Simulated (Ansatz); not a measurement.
`[F][GaH][N]([SiH3])[SiH3]`, charge 0, multiplicity 1.

Question: Give a relaxed structure at PBE0-D4/def2-TZVP (the Gaussian-basis code of Ansatz). (An estimate is asked.)

Answer: Ansatz gave: 
Z-matrix (Å, degrees):
```
Si
N 1 1.733
H 1 1.487 2 111.6
H 1 1.487 2 111.6 3 -121.0
H 1 1.489 2 107.8 3 119.5
Ga 2 1.830 1 120.6 3 -119.6
Si 2 1.743 1 119.8 3 60.4
F 6 1.758 2 109.6 1 -180.0
H 6 1.541 2 130.4 1 0.0
H 7 1.490 2 106.8 1 -0.1
H 7 1.485 2 111.6 1 -119.0
H 7 1.485 2 111.6 1 118.8
```
Point group Cs.
This is one stationary point; other conformers may exist.
